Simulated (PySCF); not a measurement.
NMR data simulated for an unnamed compound:

1H NMR (600 MHz, computed): δ 7.84 (d, 2H), 7.52 (m, 1H), 7.52 (m, 2H), 4.95 (s, 2H), 4.27 (s, 3H).

13C{1H} NMR (computed): δ 141.1 (CH), 135.9 (CH), 133.7 (CH), 132.6 (C), 118.5 (C), 114.4 (C).

PySCF 2.14 calculation with PBE0/pcSseg-1 with gauge-including orbitals and structure optimised with PBE0-D3(BJ)/def2-SVP; one conformer, one averaged value for each set of equivalent atoms, no solvent model, non-relativistic Hamiltonian.

Shifts are taken against calculated references (same method and geometry level): TMS for 1H (σref 31.27), 13C (σref 184.41).

**Question.** Which of these does the molecule contain: a (CH3)2CH unit, a C≡C triple bond, an NH or NH2 group, a benzene ring, a Si–H bond, a Si–CH3 group?

**Answer.** 
- A (CH3)2CH unit: no.
- A C≡C triple bond: yes (δC 114.4, 118.5).
- An NH or NH2 group: no.
- A benzene ring: yes.
- A Si–H bond: yes (δH 4.27 (s)).
- A Si–CH3 group: no.

The data belong to `c1c([SiH2]C#C[SiH3])cccc1`, C8H10Si2; they needn't prove each group on their own.

Carbon signals by region: 6 in the sp2 and nitrile region (100–160 ppm).

Shifts are as computed. Against solution values, carbons near 30 ppm lie about +2 ppm off and those near 130 ppm about +5 ppm. Of 1211 compounds with measured shifts, 218 miss one by over three times the rms of a fit or turn the order of signals round; such compounds aren't used in these exercises. Multiplicities follow the n + 1 count of equivalent neighbours, as no J values were calculated; m marks all less simple cases, F and P coupling included.
